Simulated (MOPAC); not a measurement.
A run for MOPAC: AM1 on MgAl-, 2S+1 = 3, a spin state set in the input, which need not be the lowest, a point of a bond scan (R = 2.733 Å). Charge -1.

```
AM1 1SCF PRECISE CHARGE=-1 UHF MS=1 THREADS=1
AlMg

Mg     0.00000000 1     0.00000000 1     0.00000000 1
Al     0.00000000 1     0.00000000 1     2.73346000 1
```

The log:

```
*******************************************************************************
 **                                                                           **
 **                              MOPAC v23.2.5                                **
 **                                                                           **
 *******************************************************************************
 ** MOPAC's Digital Object Identifier: https://doi.org/10.5281/zenodo.6511958 **
 **                                                                           **
 ** Please cite the open-source release paper for use of this MOPAC version:  **
 ** J. E. Moussa and J. J. P. Stewart (2026)                                  **
 ** MOPAC: An open-source semiempirical molecular orbital program             **
 ** J. Open Source Softw., 11(119), 8025, https://doi.org/10.21105/joss.08025 **
 *******************************************************************************

                              AM1 CALCULATION RESULTS

 *******************************************************************************
 *  AM1        - The AM1 Hamiltonian to be used
 *  UHF        - UNRESTRICTED HARTREE-FOCK CALCULATION
 *
 *
 *
 *                 CHARGE ON SYSTEM = -1
 *
 *
 *
 *  MS=        - IN MECI, MAGNETIC COMPONENT OF SPIN =  1.0
 *  PRECISE    - TIGHTER CRITERIA TO BE USED
 *  1SCF       - DO 1 SCF AND THEN STOP
 *  THREADS=1  - MULTI-THREADING NOT USED
 *  T=         - A TIME OF 172800.0 SECONDS REQUESTED
 *  DUMP=N     - RESTART FILE WRITTEN EVERY 7200.0 SECONDS REQUESTED
 *******************************************************************************
AM1 1SCF PRECISE CHARGE=-1 UHF MS=1 THREADS=1
 AlMg

   ATOM   CHEMICAL          X               Y               Z
  NUMBER   SYMBOL      (ANGSTROMS)     (ANGSTROMS)     (ANGSTROMS)

     1      Mg          0.00000000  *   0.00000000  *   0.00000000  *
     2      Al          0.00000000  *   0.00000000  *   2.73346000  *



          CARTESIAN COORDINATES

    NO.       ATOM           X           Y           Z

     1        Mg          0.0000      0.0000      0.0000
     2        Al          0.0000      0.0000      2.7335

 Mg: (AM1): J. J. P. STEWART, J. MOL. MOD., 10, 155-164 (2004)
 Al: (AM1): M. J. S. Dewar, A. J. Holder, Organometallics, 9, 508-511 (1990).

           Empirical Formula: Mg Al  =     2 atoms



      MOLECULAR POINT GROUP   :   C*v


          UHF CALCULATION, NO. OF ALPHA ELECTRONS =    4
                           NO. OF BETA  ELECTRONS =    2

 -------------------------------------------------------------------------------
 AM1 1SCF PRECISE CHARGE=-1 UHF MS=1 THREADS=1
 AlMg



     1SCF WAS SPECIFIED, SO BFGS WAS NOT USED
     SCF FIELD WAS ACHIEVED


                              AM1 CALCULATION
                                                       MOPAC v23.2.5 Linux




          FINAL HEAT OF FORMATION =         61.71117 KCAL/MOL =     258.19952 KJ/MOL


          COSMO AREA              =         99.79 SQUARE ANGSTROMS
          COSMO VOLUME            =         85.93 CUBIC ANGSTROMS

          IONIZATION POTENTIAL    =          1.655494 EV
          ALPHA SOMO LUMO (EV)    =         -1.655  3.400
          BETA  SOMO LUMO (EV)    =         -2.473  3.927
          NO. OF ALPHA ELECTRONS  =          4
          NO. OF BETA  ELECTRONS  =          2
          MOLECULAR WEIGHT        =         51.2865         POINT GROUP:  C*v

          MOLECULAR DIMENSIONS (Angstroms)

            Atom       Atom       Distance
           Al     2   Mg     1     2.73346
           Al     2   Mg     1     0.00000
           Mg     1   Al     2     0.00000


          SCF CALCULATIONS        =          1





   ATOM   CHEMICAL          X               Y               Z
  NUMBER   SYMBOL      (ANGSTROMS)     (ANGSTROMS)     (ANGSTROMS)

     1      Mg          0.00000000  *   0.00000000  *   0.00000000  *
     2      Al          0.00000000  *   0.00000000  *   2.73346000  *

                             CARTESIAN COORDINATES

   1   Mg        0.000000000     0.000000000     0.000000000
   2   Al        0.000000000     0.000000000     2.733460000


           Empirical Formula: Mg Al  =     2 atoms



      MOLECULAR POINT GROUP   :   C*v


          ALPHA EIGENVALUES
  -6.20519  -3.20404  -1.87536  -1.65549   3.40021   7.37223   7.49912   7.68990


           BETA EIGENVALUES
  -5.08753  -2.47332   3.92697   3.94619   4.46654   7.48123   7.53122   8.28373


              NET ATOMIC CHARGES AND DIPOLE CONTRIBUTIONS

  ATOM NO.   TYPE          CHARGE      No. of ELECS.   s-Pop       p-Pop
    1         Mg          -0.277815        2.2778     1.93156     0.34626
    2         Al          -0.722185        3.7222     1.85885     1.86333
 DIPOLE           X         Y         Z       TOTAL
 POINT-CHG.     0.000     0.000    -2.575     2.575
 HYBRID         0.001     0.001     2.607     2.607
 SUM            0.001     0.001     0.032     0.032


          ATOMIC ORBITAL ELECTRON POPULATIONS

     Atom    s        px        py        pz
    1 Mg   1.93156   0.01242   0.00978   0.32406
    2 Al   1.85885   0.54701   0.43079   0.88553


                    (SZ)    =    1.000000
                    (S**2)  =    2.008695


          ATOMIC ORBITAL SPIN POPULATIONS

    Atom   Total    s     px     py     pz
         Atomic
    1 Mg  0.1652 -0.022  0.012  0.010  0.165
    2 Al  1.8348  0.026  0.547  0.431  0.831

 **********************
 *                    *
 * JOB ENDED NORMALLY *
 *                    *
 **********************




 == MOPAC DONE ==
```

The run finished.

Cost: about 0.020 core-seconds (a rough figure).
